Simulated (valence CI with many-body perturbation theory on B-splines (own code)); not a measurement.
**Energy levels of Yb38+**

Level of theory: configuration interaction combined with many-body perturbation theory (CI+MBPT): four valence electrons over a frozen Dirac-Fock core [Ar] 3d10, radial functions for each j: 11 s, 11 p, 10 d, 8 f, 5 g, 2 h, with the one-electron correlation potential Σ1 (screened to all orders), the two-electron term Σ2, the three-electron term Σ3, Breit, model QED; selected single and double excitations, second order for the rest, scaled by the run's own slope (own B-spline code, finite nucleus).

The last digits are not significant, and no measured levels were compared; by estimate large intervals hold to a few tenths of a per cent, small ones and those within an open d or f shell to about a per cent. Among the levels kept, up to 410 cm⁻¹ of a level comes from second order outside the variational space, and about a tenth of that is noise between levels of different J, which matters for small intervals.

Levels 1 to 45 of 190, with energies above the lowest level, (4s^2 4p1/2^2) J=0. "Leading %" is the weight of the configuration and term that name the level; weights of strongly mixed levels are sums over their largest components and can fall short. In the jj column 3d3/2^4 stands for four electrons in 3d with j = 3/2. Lifetimes count E1, E2, E3, M1 and M2 decay at the calculated energies, and are blank where another channel may lead or the interval is too uncertain; long ones can be off by a factor of two.

| No. | Configuration | Term | J | E (× 10³ cm⁻¹) | Leading % | Second component | Leading jj | Lifetime |
| --- | --- | --- | --- | --- | --- | --- | --- | --- |
| 1 | 4s2 4p2 | 3P | 0 | 0.00 | 71 | 28 % 4s2 4p2 1S | 4s^2 4p1/2^2 (99 %) |  |
| 2 | 4s2 4p2 | 3P | 1 | 540.29 | 99 |  | 4s^2 4p1/2 4p3/2 (99 %) | 502 ns |
| 3 | 4s2 4p2 | 1D | 2 | 572.06 | 62 | 37 % 4s2 4p2 3P | 4s^2 4p1/2 4p3/2 (99 %) | 22.0 μs |
| 4 | 4s2 4p2 | 3P | 2 | 1136.3 | 62 | 37 % 4s2 4p2 1D | 4s^2 4p3/2^2 (98 %) | 280 ns |
| 5 | 4s2 4p2 | 1S | 0 | 1205.6 | 70 | 28 % 4s2 4p2 3P | 4s^2 4p3/2^2 (98 %) | 213 ns |
| 6 | 4s 4p3 | 3P° | 2 | 1234.3 | 43 | 34 % 4s 4p3 5S° | 4s 4p1/2^2 4p3/2 (96 %) | 57.2 ps |
| 7 | 4s 4p3 | 3D° | 1 | 1343.2 | 39 | 23 % 4s 4p3 1P° | 4s 4p1/2^2 4p3/2 (92 %) | 4.20 ps |
| 8 | 4s2 4p 4d | 3F° | 2 | 1660.9 | 70 | 20 % 4s2 4p 4d 1D° | 4s^2 4p1/2 4d3/2 (95 %) | 238 ps |
| 9 | 4s 4p3 | 5S° | 2 | 1724.6 | 42 | 37 % 4s 4p3 3D° | 4s 4p1/2 4p3/2^2 (82 %) | 245 ps |
| 10 | 4s 4p3 | 3D° | 3 | 1782.3 | 69 | 13 % 4s2 4p 4d 3D° | 4s 4p1/2 4p3/2^2 (69 %) | 146 ps |
| 11 | 4s2 4p 4d | 3D° | 1 | 1791.1 | 50 | 22 % 4s2 4p 4d 1P° | 4s^2 4p1/2 4d3/2 (85 %) | 898 fs |
| 12 | 4s 4p3 | 3P° | 0 | 1866.3 | 96 |  | 4s 4p1/2 4p3/2^2 (96 %) | 6.06 ps |
| 13 | 4s2 4p 4d | 3P° | 2 | 1883.1 | 34 | 20 % 4s 4p3 3D° | 4s^2 4p1/2 4d5/2 (69 %) | 2.64 ps |
| 14 | 4s2 4p 4d | 3F° | 3 | 1892.5 | 50 | 27 % 4s 4p3 3D° | 4s^2 4p1/2 4d5/2 (67 %) | 3.74 ps |
| 15 | 4s 4p3 | 3P° | 1 | 1917.6 | 50 | 18 % 4s 4p3 1P° | 4s 4p1/2 4p3/2^2 (89 %) | 3.16 ps |
| 16 | 4s 4p3 | 1D° | 2 | 1944.9 | 60 | 9 % 4s2 4p 4d 3D° | 4s 4p1/2 4p3/2^2 (76 %) | 1.86 ps |
| 17 | 4s 4p3 | 3S° | 1 | 1953.5 | 40 | 25 % 4s 4p3 3D° | 4s 4p1/2 4p3/2^2 (91 %) | 1.47 ps |
| 18 | 4s2 4p 4d | 3D° | 2 | 2321.0 | 52 | 16 % 4s2 4p 4d 1D° | 4s^2 4p3/2 4d3/2 (87 %) | 986 fs |
| 19 | 4s2 4p 4d | 3P° | 1 | 2326.8 | 51 | 33 % 4s2 4p 4d 3D° | 4s^2 4p3/2 4d3/2 (88 %) | 1.14 ps |
| 20 | 4s2 4p 4d | 3P° | 0 | 2337.4 | 95 |  | 4s^2 4p3/2 4d3/2 (95 %) | 1.18 ps |
| 21 | 4s2 4p 4d | 1D° | 2 | 2340.6 | 32 | 22 % 4s2 4p 4d 3P° | 4s^2 4p3/2 4d5/2 (56 %) | 41.5 ps |
| 22 | 4s2 4p 4d | 3F° | 3 | 2341.2 | 37 | 30 % 4s2 4p 4d 1F° | 4s^2 4p3/2 4d3/2 (87 %) | 1.16 ps |
| 23 | 4s 4p2 4d | 5F | 1 | 2365.9 | 47 | 32 % 4s 4p2 4d 3D | 4s 4p1/2^2 4d3/2 (95 %) | 24.0 ps |
| 24 | 4s2 4p 4d | 3F° | 4 | 2370.1 | 99 |  | 4s^2 4p3/2 4d5/2 (99 %) | 593 ns |
| 25 | 4s 4p2 4d | 3D | 2 | 2387.1 | 26 | 25 % 4s 4p2 4d 5F | 4s 4p1/2^2 4d3/2 (89 %) | 28.0 ps |
| 26 | 4s2 4p 4d | 1P° | 1 | 2501.3 | 41 | 25 % 4s2 4p 4d 3P° | 4s^2 4p3/2 4d5/2 (68 %) | 2.42 ps |
| 27 | 4s2 4p 4d | 1F° | 3 | 2510.5 | 49 | 49 % 4s2 4p 4d 3D° | 4s^2 4p3/2 4d5/2 (89 %) | 1.49 ps |
| 28 | 4s 4p3 | 3P° | 2 | 2520.3 | 27 | 22 % 4s2 4p 4d 3P° | 4s 4p3/2^3 (52 %) | 1.50 ps |
| 29 | 4s 4p2 4d | 3D | 3 | 2530.7 | 28 | 25 % 4s 4p2 4d 5D | 4s 4p1/2^2 4d5/2 (92 %) | 5.50 ps |
| 30 | 4p4 | 3P | 2 | 2551.9 | 25 | 13 % 4s 4p2 4d 3F | 4s 4p1/2^2 4d5/2 (56 %) | 6.07 ps |
| 31 | 4s 4p3 | 1P° | 1 | 2601.4 | 29 | 25 % 4s2 4p 4d 1P° | 4s 4p3/2^3 (62 %) | 1.08 ps |
| 32 | 4p4 | 3P | 2 | 2676.2 | 33 | 19 % 4s 4p2 4d 3F | 4p1/2^2 4p3/2^2 (49 %) | 2.19 ps |
| 33 | 4p4 | 1S | 0 | 2684.4 | 53 | 34 % 4p4 3P | 4p1/2^2 4p3/2^2 (87 %) | 2.79 ps |
| 34 | 4s 4p2 4d | 5D | 0 | 2849.1 | 86 | 12 % 4s 4p2 4d 3P | 4s 4p1/2 4p3/2 4d3/2 (96 %) | 33.7 ps |
| 35 | 4s 4p2 4d | 5D | 1 | 2850.5 | 56 | 20 % 4s 4p2 4d 5F | 4s 4p1/2 4p3/2 4d3/2 (97 %) | 33.4 ps |
| 36 | 4s 4p2 4d | 5F | 2 | 2854.9 | 44 | 17 % 4s 4p2 4d 5D | 4s 4p1/2 4p3/2 4d3/2 (94 %) | 10.6 ps |
| 37 | 4s 4p2 4d | 5F | 3 | 2869.3 | 48 | 31 % 4s 4p2 4d 3F | 4s 4p1/2 4p3/2 4d3/2 (91 %) | 25.6 ps |
| 38 | 4s 4p2 4d | 5F | 4 | 2916.7 | 35 | 29 % 4s 4p2 4d 3G | 4s 4p1/2 4p3/2 4d3/2 (82 %) | 138 ps |
| 39 | 4s 4p2 4d | 5D | 4 | 2961.5 | 52 | 27 % 4s 4p2 4d 5F | 4s 4p1/2 4p3/2 4d5/2 (96 %) | 310 ps |
| 40 | 4s 4p2 4d | 3F | 2 | 2971.4 | 63 | 11 % 4s 4p2 4d 5D | 4s 4p1/2 4p3/2 4d3/2 (77 %) | 4.46 ps |
| 41 | 4s 4p2 4d | 3G | 3 | 2976.3 | 38 | 20 % 4s2 4p 4f 3G | 4s 4p1/2 4p3/2 4d3/2 (69 %) | 16.7 ps |
| 42 | 4s 4p2 4d | 5P | 3 | 2991.8 | 35 | 19 % 4s 4p2 4d 3D | 4s 4p1/2 4p3/2 4d3/2 (66 %) | 1.33 ps |
| 43 | 4s 4p2 4d | 5P | 2 | 3009.8 | 36 | 20 % 4s 4p2 4d 3D | 4s 4p1/2 4p3/2 4d3/2 (88 %) | 1.02 ps |
| 44 | 4s 4p2 4d | 5P | 1 | 3013.2 | 28 | 18 % 4s 4p2 4d 3P | 4s 4p1/2 4p3/2 4d3/2 (89 %) | 1.19 ps |
| 45 | 4s 4p2 4d | 3D | 1 | 3030.0 | 25 | 19 % 4s 4p2 4d 1P | 4s 4p1/2 4p3/2 4d3/2 (72 %) | 1.73 ps |

The ionisation energy to 4s2 4p 2P°_1/2 of the next ion comes out as 1791.4 eV (NIST: 1789 ± 4 eV (theoretical)). All 190 levels together are meant to be complete up to 4495.6 × 10³ cm⁻¹.
